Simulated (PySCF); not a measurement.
**AsN⁺: energy against distance**

Set-up: PySCF, no relativity, basis sets As 6-31G(d,p), N 6-31G(d,p). Energies in eV from As⁺ + N in their ground configurations at the same level. All curves are PBE0. state 1: ²Π (doublet), unpaired electrons π ↑; state 2: ²Σ⁺ (doublet), unpaired electrons σ ↑, a second solution, started from another occupation; state 3: ⁴Π (quartet), unpaired electrons π ↑↑↑, a second solution, started from another occupation; state 4: Ms = 0.5 determinant of mixed spin (⟨S²⟩ near 1.8), unpaired electrons π ↑↑↓, a mixture of terms (⟨Lz²⟩ = 3.0), a second solution, started from another occupation.

```
R (Å)  state 1  state 2  state 3  state 4
1.459   -1.472   -2.406    3.124   3.7743
1.527   -2.425   -2.970    1.472   2.1119
1.595   -2.940   -3.154    0.312   0.9421
1.646   -3.117   -3.122   -0.312   0.3115
1.697   -3.159   -2.995   -0.772  -0.1543
1.748   -3.105   -2.815   -1.101  -0.4876
1.816   -2.943   -2.540   -1.378  -0.7707
1.901   -2.674   -2.194   -1.534  -0.9302
2.002   -2.312   -1.818   -1.527  -0.9254
2.138   -1.823   -1.416   -1.320  -0.7149
```

Problem. Put a parabola through the three lowest points of the state 1 curve and estimate Re, k and ωe (reduced mass 11.8 u; 1 eV/Å² = 0.16022 mdyn/Å; ωe = 1302.8·√(k/μ) cm⁻¹).

Solution. Through R = 1.646, 1.697, 1.748 Å the second-order coefficient is 18.5 eV/Å², so Re ≈ 1.694 Å, k ≈ 5.91 mdyn/Å and ωe ≈ 922 cm⁻¹. A polynomial fit of higher order to the unrounded PBE0 energies gives Re = 1.691 Å, k = 6.09 mdyn/Å, ωe = 936 cm⁻¹; anharmonicity and rounding make the difference.

The higher-order fit for each curve: state 1: Re = 1.691 Å, ωe = 936 cm⁻¹, De = 3.16 eV; state 2: Re = 1.606 Å, ωe = 1074 cm⁻¹, minimum 3.16 eV below the ground-state fragments; state 3: Re = 1.945 Å, ωe = 620 cm⁻¹, minimum 1.55 eV below the ground-state fragments; state 4: Re = 1.947 Å, ωe = 625 cm⁻¹, minimum 0.95 eV below the ground-state fragments.

⟨S²⟩ of the unrestricted solution departs from its pure value on part of the curve, where spin states mix. Spin–orbit coupling is left out. For an ion De counts to the pair picked by the measured ionisation energies or electron affinities, which need not be the lowest pair at this level. The state is the lowest determinant that a PBE0 search found; another state may lie lower at other levels.
